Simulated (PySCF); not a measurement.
Simulation results for CH₅B₂O

Calculation on a computer-drawn molecule: the log of a Hartree-Fock and frozen-core CCSD(T) single point meant for a local Hartree-Fock minimum, with one planted fault or none, to be diagnosed. Offsets are logged minus clean, where the clean run is the same molecule without the fault. The reference is restricted for singlets and unrestricted otherwise, and also for a bond in bohr or an excited solution. Adding or removing an electron swaps singlet and doublet. The excited solution moves the top pair (singlet) or top alpha electron (doublet) to the lowest empty orbital. Highest occupied and lowest empty are orbital energies over both spins, largest force is the largest gradient component, triples share is (T) over the correlation energy, the T1 limit is 0.02 restricted and 0.045 unrestricted, electrons count all cores, a negative frequency is imaginary (commonest isotopes), and the dipole is about the centre of nuclear charge. Program: PySCF 2.14.0.

## CH₅B₂O

Logged structure:
```xyz
9
CH5B2O
B      0.9430    -0.9041    -0.4617
C     -0.2450     0.0892     0.2197
B     -0.6095     1.2691    -0.6729
O     -0.9118     2.2104    -1.3664
H      1.1763    -1.8408     0.3228
H      1.9830    -0.2481    -0.6488
H      0.5397    -1.3598    -1.5463
H      0.0945     0.4845     1.1841
H     -1.1584    -0.4850     0.4138
```

- meant charge: -1
- meant multiplicity: 1
- meant basis: aug-cc-pVDZ
- logged electrons: 30
- logged basis functions: 25
- logged SCF converged: yes
- logged spin squared: 0
- logged highest occupied: -2.8686 eV
- logged lowest empty: 15.7 eV
- logged largest force: 0.044076 hartree/bohr
- logged T1 diagnostic: 0.017099
- logged D1 diagnostic: 0.055071
- logged triples share: 0.035057
- logged CC converged: yes
- logged dipole magnitude: 5.5606 debye
- logged SCF stable within its kind: yes
- logged energy HF: -162.85704 hartree
- logged energy CCSD(T): -163.10932 hartree
- possible faults: no fault, one electron removed, one electron added, multiplicity raised by two, geometry at a saddle point, SCF held on an excited solution, minimal basis STO-3G, one bond length entered in bohr, all coordinates scaled
- planted fault: minimal basis STO-3G
- HF energy offset from clean run: 1407 kcal/mol
- CCSD(T) energy offset from clean run: 1628 kcal/mol

Drawn bonds:
| atom | other atom | order |
| --- | --- | --- |
| 1 | 2 | 1 |
| 2 | 3 | 1 |
| 3 | 4 | 2 |
| 1 | 5 | 1 |
| 1 | 6 | 1 |
| 1 | 7 | 1 |
| 2 | 8 | 1 |
| 2 | 9 | 1 |
